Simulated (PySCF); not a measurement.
Several compounds and their computed core spectra got separated.

Method used: delta-SCF UKS SCAN, pcX-2 on the ionised atom, pcseg-1 elsewhere, spin-free X2C in PySCF 2.14.0. Geometries: PBE0-D3(BJ)/def2-SVP; isolated species, one conformer each.

Line lists (1s up to Mg, 2p3/2 beyond, nothing for Al; areas count atoms within a level, one atom standing for each set equivalent by bonding):
1. B 1s: 195.85 eV; N 1s: 405.65 eV
2. C 1s: 292.25 eV; N 1s: 406.01 eV; Cl 2p3/2: 206.81 eV
3. C 1s: 290.23 eV; F 1s: 691.56 eV; Si 2p3/2: 107.10 eV

Structures:
A. BH2(NH2), `BN`
B. SiFMe3, `C[Si](C)(C)F`
C. AlCl2(CN), `N#[C][Al]([Cl])[Cl]`

Q: Match each list to its structure.

A: 
- 1 = A: no other candidate has this set of levels. B 1s: 195.85 boron bonded to N and 2 H; N 1s: 405.65 nitrogen bonded to B and 2 H.
- 2 = C: no other candidate has this set of levels. C 1s: 292.25 carbon bonded to Al and N; N 1s: 406.01 nitrogen bonded to C; Cl 2p3/2: 206.81 chlorine bonded to Al (×2).
- 3 = B: no other candidate has this set of levels. C 1s: 290.23 carbon bonded to Si and 3 H (×3); F 1s: 691.56 fluorine bonded to Si; Si 2p3/2: 107.10 silicon bonded to 3 C and F.

Spin–orbit and ligand-field terms were added within each 2p shell after the spin-free SCF. 1 of these hole states is spin-contaminated (⟨S²⟩ 0.87, against 0.75; counted from 0.85) and less certain.
